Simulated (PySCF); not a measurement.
C₂H₇ClSSi. Atoms are numbered in the order given.

```xyz
12

C     -1.3880    -0.1689    -1.5515
Si    -0.3518    -0.0372     0.0000
C     -1.3880    -0.1689     1.5515
S      0.8540     1.7583     0.0000
Cl     1.0446    -1.5884     0.0000
H     -2.1138     0.6595    -1.6017
H     -0.7501    -0.1244    -2.4468
H     -1.9465    -1.1190    -1.5633
H     -0.7501    -0.1244     2.4468
H     -1.9465    -1.1190     1.5633
H     -2.1138     0.6595     1.6017
H     -0.2205     2.5843     0.0000
```
Charge 0, spin multiplicity 1.

Coordinates come from a B3LYP-D3(BJ)/def2-SVP optimisation. The values are those of a single conformer.

All values below come from PySCF 2.14.0 with B3LYP-D3(BJ)/def2-SVP.

Frequencies are harmonic and unscaled.

```tsv
mode	ν (cm⁻¹)	IR (km/mol)	Raman (Å⁴/amu)	depolarisation	moving atoms (share of kinetic energy)
1	113	11.7	8.2	0.75	H 79 %, C 18 %
2	149	1.4	1.9	0.75	S 32 %, Cl 32 %, C 19 %, H 12 %
3	161	0.1	0.2	0.75	H 95 %
4	173	0.1	0.0	–	H 97 %
5	179	5.2	0.7	0.75	H 49 %, C 23 %, S 16 %, Cl 12 %
6	209	2.7	1.8	0.70	C 32 %, H 32 %, Cl 19 %, Si 11 %
7	217	3.0	2.4	0.69	C 32 %, H 30 %, S 21 %, Si 12 %
8	226	10.3	3.3	0.75	C 31 %, Si 29 %, H 18 %, Cl 11 %, S 10 %
9	450	20.7	17.2	0.03	S 31 %, Cl 20 %, C 19 %, Si 19 %, H 11 %
10	536	86.6	4.8	0.71	Si 50 %, Cl 27 %, S 12 %, H 9 %
11	668	32.1	12.1	0.39	C 41 %, H 38 %, Si 20 %
12	695	3.6	3.8	0.75	H 58 %, C 32 %, Si 10 %
13	739	26.7	8.1	0.47	H 74 %, Si 10 %, C 9 %
14	750	0.1	1.5	0.75	H 80 %, C 20 %
15	795	83.4	0.6	0.75	H 39 %, Si 35 %, C 26 %
16	842	117.0	1.2	0.75	H 66 %, C 19 %, Si 14 %
17	866	89.4	0.6	0.29	H 65 %, C 22 %, Si 13 %
18	1271	32.2	0.6	0.75	H 77 %, C 23 %
19	1275	13.7	0.2	0.43	H 79 %, C 21 %
20	1422	2.0	5.7	0.75	H 96 %
21	1424	0.7	15.6	0.75	H 95 %
22	1430	3.4	22.0	0.75	H 96 %
23	1437	6.9	0.4	0.75	H 96 %
24	2655	3.1	127.0	0.30	H 97 %
25	3029	0.6	1.7	0.75	H 97 %
26	3030	3.4	272.1	0.00	H 97 %
27	3117	0.0	21.5	0.75	H 91 %, C 9 %
28	3120	8.9	157.3	0.73	H 91 %, C 9 %
29	3139	0.5	54.8	0.75	H 91 %, C 9 %
30	3139	2.9	109.7	0.74	H 91 %, C 9 %
```
